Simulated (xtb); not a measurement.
CHO₂ (SMILES [O]C=O), doublet, from a rough starting geometry; xtb with GFN2-xTB.

The xtb input:
```
$ xtb mol.xyz --gfn 2 --uhf 1 --opt vtight --json

# file mol.xyz
4

O      1.23274770    -0.30800052     0.02093102
C     -0.02092997    -0.15319649    -0.03460833
O     -1.05202232    -0.62346915     0.00063935
H     -0.09590820     1.10663570     0.00838190
```

It wrote (shortened):

```
   ID    Z sym.   atoms
    1    8 O      1, 3
    2    6 C      2
    3    1 H      4

           -------------------------------------------------
          |                Calculation Setup                |
           -------------------------------------------------

           -------------------------------------------------
          |                 G F N 2 - x T B                 |
           -------------------------------------------------

          ...................................................
          :                      SETUP                      :
          :.................................................:
          :  # basis functions                  13          :
          :  # atomic orbitals                  13          :
          :  # shells                            7          :
          :  # electrons                        17          :
          :  max. iterations                   250          :
          :  Hamiltonian                  GFN2-xTB          :
          :  restarted?                      false          :
          :  GBSA solvation                  false          :
          :  PC potential                    false          :
          :  electronic temp.          300.0000000     K    :
          :  accuracy                    1.0000000          :
          :  -> integral cutoff          0.2500000E+02      :
          :  -> integral neglect         0.1000000E-07      :
          :  -> SCF convergence          0.1000000E-05 Eh   :
          :  -> wf. convergence          0.1000000E-03 e    :
          :  Broyden damping             0.4000000          :
          :  net charge                          0          :
          :  unpaired electrons                  1          :
          ...................................................

 iter      E             dE          RMSdq      gap      omega  full diag
   1    -10.7562692 -0.107563E+02  0.615E+00    5.47       0.0  T
   2    -10.7741121 -0.178429E-01  0.330E+00    4.89       1.0  T
   3    -10.7741807 -0.685667E-04  0.225E+00    5.22       1.0  T
   4    -10.7815391 -0.735847E-02  0.584E-01    5.12       1.0  T
   5    -10.7821581 -0.618961E-03  0.107E-01    5.09       1.0  T
   6    -10.7821581 -0.195201E-07  0.453E-02    5.09       1.1  T
   7    -10.7821627 -0.461389E-05  0.173E-02    5.08       2.9  T
   8    -10.7821638 -0.110136E-05  0.237E-03    5.08      21.1  T
   9    -10.7821639 -0.158065E-07  0.885E-04    5.08      56.5  T
  10    -10.7821639 -0.214527E-08  0.453E-05    5.08    1104.2  T

   *** convergence criteria satisfied after 10 iterations ***

         :::::::::::::::::::::::::::::::::::::::::::::::::::::
         ::                     SUMMARY                     ::
         :::::::::::::::::::::::::::::::::::::::::::::::::::::
         :: total energy             -10.688352445215 Eh    ::
         :: gradient norm              0.201524576452 Eh/a0 ::
         :: HOMO-LUMO gap              5.083761902598 eV    ::
         ::.................................................::
         :: SCC energy               -10.782163852391 Eh    ::
         :: -> isotropic ES            0.040689856287 Eh    ::
         :: -> anisotropic ES          0.003673930839 Eh    ::
         :: -> anisotropic XC         -0.001225463339 Eh    ::
         :: -> dispersion             -0.000909168728 Eh    ::
         :: repulsion energy           0.093811407175 Eh    ::
         :: add. restraining           0.000000000000 Eh    ::
         :: total charge              -0.000000000000 e     ::
         :::::::::::::::::::::::::::::::::::::::::::::::::::::

      -----------------------------------------------------------
     |                   =====================                   |
     |                        A N C O P T                        |
     |                   =====================                   |
     |               Approximate Normal Coordinate               |
[...]
 * total energy  :   -10.6883524 Eh     change       -0.1053380E-11 Eh
 * total energy  :   -10.6796911 Eh     change        0.8661374E-02 Eh
 * total energy  :   -10.6689539 Eh     change        0.1073714E-01 Eh
 * total energy  :   -10.6963334 Eh     change       -0.2737947E-01 Eh
 * total energy  :   -10.6988065 Eh     change       -0.2473054E-02 Eh
 * total energy  :   -10.6991516 Eh     change       -0.3451361E-03 Eh
 * total energy  :   -10.6992065 Eh     change       -0.5487095E-04 Eh
 * total energy  :   -10.6992186 Eh     change       -0.1209698E-04 Eh
 * total energy  :   -10.6992198 Eh     change       -0.1218377E-05 Eh
 * total energy  :   -10.6992201 Eh     change       -0.3646116E-06 Eh
 * total energy  :   -10.6992203 Eh     change       -0.1823972E-06 Eh
 * total energy  :   -10.6992203 Eh     change       -0.1040937E-07 Eh
   *** GEOMETRY OPTIMIZATION CONVERGED AFTER 12 ITERATIONS ***
         :: total energy             -10.699220341252 Eh    ::
[...]
         :: -> anisotropic XC         -0.001427177638 Eh    ::
         :: -> dispersion             -0.000903752212 Eh    ::
         :: repulsion energy           0.086244930450 Eh    ::
         :: add. restraining           0.000000000000 Eh    ::
         :: total charge              -0.000000000000 e     ::
         :::::::::::::::::::::::::::::::::::::::::::::::::::::

           -------------------------------------------------
          |                Property Printout                |
           -------------------------------------------------

    * Orbital Energies and Occupations

         #    Occupation            Energy/Eh            Energy/eV
      -------------------------------------------------------------
         1        2.0000           -0.7857588             -21.3816
         2        2.0000           -0.7691474             -20.9296
         3        2.0000           -0.6679465             -18.1758
         4        2.0000           -0.6362232             -17.3125
         5        2.0000           -0.6309057             -17.1678
         6        2.0000           -0.5882392             -16.0068
         7        2.0000           -0.5104886             -13.8911
         8        2.0000           -0.5043975             -13.7254
         9        1.0000           -0.4396956             -11.9647 (HOMO)
        10                         -0.2498795              -6.7996 (LUMO)
        11                          0.0061910               0.1685
        12                          0.3037397               8.2652
        13                          0.8471666              23.0526
      -------------------------------------------------------------
                  HL-Gap            0.1898162 Eh            5.1652 eV
             Fermi-level           -0.4084171 Eh          -11.1136 eV

     #   Z          covCN         q      C6AA      α(0)
     1   8 O        0.856    -0.291    19.617     5.938
     2   6 C        2.591     0.392    20.400     7.385
     3   8 O        0.856    -0.291    19.617     5.938
     4   1 H        0.880     0.190     1.158     1.684

 Mol. C6AA /au·bohr⁶  :        207.249440
 Mol. C8AA /au·bohr⁸  :       4565.245702
 Mol. α(0) /au        :         20.946088

Wiberg/Mayer (AO) data.
largest (>0.10) Wiberg bond orders for each atom

 ---------------------------------------------------------------------------
     #   Z sym  total        # sym  WBO       # sym  WBO       # sym  WBO
 ---------------------------------------------------------------------------
     1   8 O    2.211 --     2 C    1.671     3 O    0.431     4 H    0.108
     2   6 C    3.948 --     3 O    1.671     1 O    1.671     4 H    0.605
     3   8 O    2.211 --     2 C    1.671     1 O    0.431     4 H    0.108
     4   1 H    0.822 --     2 C    0.605     1 O    0.108     3 O    0.108
 ---------------------------------------------------------------------------

Topologies differ in total number of bonds
Writing topology from bond orders to xtbtopo.mol

molecular dipole:
                 x           y           z       tot (Debye)
 q only:       -0.105       0.815       0.002
   full:       -0.122       0.950       0.002       2.435
molecular quadrupole (traceless):
                xx          xy          yy          xz          yz          zz
 q only:       -2.835      -0.545       1.649      -0.036      -0.006       1.185
  q+dip:       -4.406      -0.876       2.669      -0.055      -0.008       1.738
   full:       -4.998      -0.950       2.641      -0.066      -0.011       2.357

optimized geometry written to: xtbopt.xyz

           -------------------------------------------------
          | TOTAL ENERGY              -10.699220341252 Eh   |
          | GRADIENT NORM               0.000017263493 Eh/α |
          | HOMO-LUMO GAP               5.165160674602 eV   |
           -------------------------------------------------

normal termination of xtb
```
